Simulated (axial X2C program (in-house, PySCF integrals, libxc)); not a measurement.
Spin–orbit effects down a group: molecules with Fe, HF

Computed with an in-house all-electron X2C program for linear molecules (integrals from PySCF), spin-free (one-electron X2C) or two-component (2c: spin–orbit coupling with atomic mean-field Coulomb and Gaunt terms, which also bring small scalar terms), in Dyall basis sets with cores contracted in-house; open shells are unrestricted.

Basis sets: Br dyall-cv3z, Cl dyall-av3z, F dyall-av3z, Fe dyall-cv3z.

```
molecule   spin-free state  Re (Å)  ωe (cm⁻¹)  De (eV)  2c state  Re 2c (Å)  ωe 2c (cm⁻¹)  De 2c (eV)
     FeF  M_S = 5/2, Λ = 2   1.812      651.2     3.45   Ω = 9/2      1.813         650.8         n/a
    FeCl  M_S = 5/2, Λ = 2   2.258      385.4     2.99   Ω = 9/2      2.258         385.1         n/a
    FeBr  M_S = 5/2, Λ = 2   2.408      286.0     2.59   Ω = 9/2      2.410         285.5         n/a
```

Each entry is the lowest single determinant of a limited PBE0 search at one distance. De goes to single-determinant-based atoms at the same level (for ions the charge split of lowest energy) and is withheld (n/a) where an atom does not fit its ground term or J level. Main or longest-lived isotopes. One determinant is a doubtful description, or other states lie close, for FeF, FeCl, FeBr; these need not be ground states, and all values refer to the states named. With several unpaired electrons the Ω given is that of one determinant, not necessarily of the lowest component.
